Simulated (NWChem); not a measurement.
Molecule: C4H6OS; SMILES O=C1CCCS1

```xyz
12

O     -0.1122    -2.1980     0.0549
C     -0.1590    -1.0057    -0.0204
C     -1.4076    -0.1557    -0.1929
C     -1.0944     1.2455     0.2976
C      0.3155     1.5780    -0.1838
S      1.2927     0.0573     0.0393
H     -1.6423    -0.1598    -1.2727
H     -2.2427    -0.6497     0.3236
H     -1.1153     1.2644     1.3992
H     -1.8202     1.9912    -0.0608
H      0.3273     1.8581    -1.2492
H      0.7811     2.3916     0.3896
```
Atoms are numbered in this order, from 1.

All runs: NWChem. Medium grid unless said otherwise, to which SCAN and Minnesota functionals are sensitive. All runs use the structure optimised with PBE0/def2-SVP.

For level r2SCAN/def2-TZVP:

* **highest occupied level (eV)**: -6.23
* **orbital gap (eV)**: 4.86
* **dipole (D)**: 4.19

Q: Estimate the same quantities for level PBE/def2-TZVP.

A: 
- highest occupied level (eV): -5.94
- orbital gap (eV): 4.38
- dipole (D): 4.01
